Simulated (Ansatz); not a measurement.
Stepwise reaction of `BCl` with ammonia, as a gas-phase model of exchange steps in deposition or etching. ΔE in kJ/mol; ΔG adds harmonic PBE0-D4 terms to CCSD(T)/CBS, at 1 bar.

Program: Ansatz. Geometries: PBE0-D4/def2-TZVP. ΔE: electronic, gas phase. CCSD(T)/CBS is the MP2 limit (def2-TZVPP, def2-QZVPP) plus CCSD(T) − MP2 in def2-TZVPP, frozen cores. This one scheme is used for every species. DFT in def2-TZVPP. B3LYP here is the variant with VWN-RPA as its local correlation; programs differ in this. One conformer a species, not always the lowest.

```csv
step,reaction,PBE-D4,B3LYP-D4,ωB97M-V,CCSD(T)/CBS,ΔG(600 K)
1,`BCl` + NH₃ → `NBCl` + H₂,-125.5,-122.3,-122.0,-117.5,-112.4
```

Give the row of step 2, `NBCl` + NH₃ → `NB(N)Cl` + H₂. (Estimate.)

Ansatz gave: 
```csv
step,reaction,PBE-D4,B3LYP-D4,ωB97M-V,CCSD(T)/CBS,ΔG(600 K)
2,`NBCl` + NH₃ → `NB(N)Cl` + H₂,-64.6,-65.9,-66.2,-63.5,-60.0
```

By hand: ΔE of the 2 steps together at CCSD(T)/CBS.

(-117.5) + (-63.5) = -181.0 kJ/mol, or -90.5 kJ/mol a step.

In ΔE each step is higher than the one before. All are downhill at CCSD(T)/CBS. ΔG lies between -112.4 and -60.0 kJ/mol a step. PBE-D4 differs from CCSD(T)/CBS by -8.0 to -1.1 kJ/mol a step. Isolated molecules leave out the surface, adducts and barriers. Largest T1 diagnostic: 0.012.
